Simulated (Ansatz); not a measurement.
Consider the silylene loss: `C[O][Ga]([Br])[O][SiH3]` → `C[O][Ga]([OH])[Br]` + `[SiH2]`.

Isolated molecules relaxed with PBE0-D4/def2-TZVP in Ansatz; ΔE leaves out vibrations. CCSD(T)/CBS adds triple-zeta CCSD(T) − MP2 to the extrapolated MP2 energy (def2 sets, frozen cores). This one scheme is used for every species. DFT in def2-TZVPP. For Br, Ga outer-core shells are correlated without core-valence functions, which leaves a few kJ/mol of doubt a bond. Scalar relativity is left out up to krypton. One conformer a species, not always the lowest.

| level | ΔE (kJ/mol) |
| --- | --- |
| B97M-V | 329.0 |
| r2SCANh-D4 | 352.4 |
| HF/def2-SVP | 324.8 |
| HF/def2-TZVPP | 336.2 |

(1) What does CCSD(T)/CBS give? (Estimate.)

Largest T1 diagnostic among the species: 0.014.

Results:

(1) The calculation gave: +334.0 kJ/mol. The listed levels differ from it by -5.0, 18.4, -9.2, 2.2 kJ/mol.

From r2SCAN to r2SCAN0 (25 % exact exchange), in def2-TZVPP and without D4, ΔE moves by +4.1 kJ/mol. The D4 term adds +13.3 kJ/mol with B3LYP and +7.5 kJ/mol with PBE0; it sums over pairs of atoms, weighted by their polarisabilities, and B3LYP, whose exchange is more repulsive, gets the larger term. At CCSD(T), def2-SVP lies −18.4 kJ/mol from the extrapolated value and def2-TZVPP −5.1 kJ/mol.

B3LYP here is the variant with VWN-RPA as its local correlation; programs differ in this.
